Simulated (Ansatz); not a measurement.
Ba₅⁺ (the lowest doublet isomer of a short search), 5 atoms. Hardware: 4 threads of Intel Xeon on a shared host.

In the def2 sets Ba takes a core potential; there is no spin–orbit coupling. Correlated methods freeze no core orbitals; core or outer-core shells of Ba are correlated, in sets that lack core-valence functions.

How many basis functions does each of these Ansatz runs have, and roughly what does it cost? CCSD(T)/def2-SVP, charge 1 doublet, energy, from earlier orbitals; PBE/def2-SVP, charge 1 doublet, energy, from earlier orbitals; PBE0/def2-SVP, charge 1 doublet, energy, from earlier orbitals; B97M-V/def2-TZVP, charge 1 doublet, energy, from earlier orbitals; LDA (SPW92)/def2-TZVP, charge 1 doublet, energy, from earlier orbitals; PBE/def2-SVP, charge 1 doublet, energy with a search over starts; r2SCAN/def2-TZVP, charge 1 doublet, energy, from earlier orbitals; PBE/def2-TZVP, charge 1 doublet, energy and forces, from earlier orbitals; PBE0/def2-TZVP, charge 1 doublet, energy, from earlier orbitals; MP2/def2-TZVP, charge 1 doublet, energy, from earlier orbitals; PBE/def2-SVP, charge 1 doublet, relaxation, 3 steps; LC-ωPBE/def2-TZVP, charge 1 doublet, energy, from earlier orbitals.

Other jobs shared the machine, so times can vary by a factor of up to 3. A dash marks memory too small to be measured apart from the calling script's.

| run | functions | fitting or Cholesky vectors | wall time | peak host memory (GiB) |
| --- | --- | --- | --- | --- |
| LDA (SPW92)/def2-TZVP, charge 1 doublet, energy, from earlier orbitals | 200 | 1435 | 8.5 s | – |
| MP2/def2-TZVP, charge 1 doublet, energy, from earlier orbitals | 200 | 1235 | 35 s | 0.59 |
| PBE/def2-SVP, charge 1 doublet, energy, from earlier orbitals | 150 | 1315 | 43 s | – |
| PBE0/def2-SVP, charge 1 doublet, energy, from earlier orbitals | 150 | 1330 | 44 s | 0.8 |
| PBE/def2-SVP, charge 1 doublet, relaxation, 3 steps | 150 | 1315 | 45 s | – |
| B97M-V/def2-TZVP, charge 1 doublet, energy, from earlier orbitals | 200 | 1435 | 58 s | 1.1 |
| LC-ωPBE/def2-TZVP, charge 1 doublet, energy, from earlier orbitals | 200 | 1435 | 69 s | 0.9 |
| r2SCAN/def2-TZVP, charge 1 doublet, energy, from earlier orbitals | 200 | 1435 | 75 s | 0.95 |
| PBE/def2-TZVP, charge 1 doublet, energy and forces, from earlier orbitals | 200 | 1435 | 78 s | 0.71 |
| PBE/def2-SVP, charge 1 doublet, energy with a search over starts | 150 | 1315 | 94 s | 0.57 |
| PBE0/def2-TZVP, charge 1 doublet, energy, from earlier orbitals | 200 | 1480 | 2.9 min | 1.1 |
| CCSD(T)/def2-SVP, charge 1 doublet, energy, from earlier orbitals | 150 | 1025 | 10 min | 3.4 |
